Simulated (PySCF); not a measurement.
# [PrN2]-, singlet: computed properties

Method: PBE0/[Pr def2-TZVP with ECP28, N def2-TZVP], scalar-relativistic core potentials, density fitting, no spin–orbit coupling, PySCF.

The structure is a minimum.

Coordinates in bohr (charge -1 multiplicity 1):
```
Pr    0.0000    0.0000    0.0000
N     0.0000    0.0000    3.2610
N     0.0000    0.0000   -3.2610
```

```
Point group                                                                   : D∞h
Bond lengths                                                                  : Pr–N 1.726 Å (×2)
Bond angles                                                                   : N–Pr–N 180.0°
Heat capacity Cp at 298.15 K                                                  : 48.5 J/(mol K)
Principal quadrupole moments (Buckingham, traceless) about the centre of mass : -31.68, 15.84, 15.84 D Å
Highest occupied level                                                        : 0.21 eV
Enthalpy at 298.15 K above 0 K                                                : 12.08 kJ/mol
Lowest empty level                                                            : 3.18 eV
Rotational symmetry number                                                    : 2
Zero-point energy                                                             : 13.4 kJ/mol
Dipole moment about the centre of mass                                        : 0.00 D
Principal polarisabilities                                                    : 59.1, 59.1, 82.7 bohr³
Entropy at 298.15 K and 1 bar                                                 : 254.0 J/(mol K)
Rotational constants                                                          : 0.2021 cm⁻¹
```

Harmonic modes (masses in u: Pr 140.908, N 14.003):
```
symmetry  ω (cm⁻¹)  IR (km/mol, summed over degenerate members)  μ (u)
      πu       174                                          273  16.46
     σg+       917                                          0.0  14.00
     σu+       972                                          921  16.46
```

In D∞h the vibrations span πu + σg+ + σu+. The σg+ mode carries no infrared intensity, as symmetry demands. With a centre of inversion only u modes can be infrared active and only g modes Raman active.

Charges (e):
```
atom  Mulliken  Löwdin  polar tensor  Mayer order to Pr1
 Pr1      0.23    0.01          1.94                   –
N2,3     -0.62   -0.50         -1.47                2.75
```

Mulliken populations on Pr1 (electrons outside its core potential): s 4.20, p 11.89, d 12.17, f 2.47.

Outer orbital energies (eV). occupied: -12.42, -7.24, -1.96, -1.96, -1.06, -0.34, -0.34, 0.21; empty: 3.18, 4.32, 4.32, 4.83.

The highest occupied level lies above zero, a sign of self-interaction error or too small a basis; response properties are unreliable. This need not be the most stable arrangement of these atoms. The lowest empty level of this anion is unbound, so it and the gap depend on the basis. At this level a broken-symmetry Ms = 0 minimum of D∞h symmetry lies 24 kJ/mol below this structure. At the minimum of this search the closed-shell solution is unstable towards spin polarisation, so a lower open-shell solution exists. The basis has no diffuse functions, which an anion would want.

The final relaxation and frequency run took 49 s on 2 threads of a shared Arm Neoverse V2 host, with 155 basis functions and 5 gradients; the process peaked at 1.8 GiB. Launch command: `OMP_NUM_THREADS=2 python axn.py task.json out`.
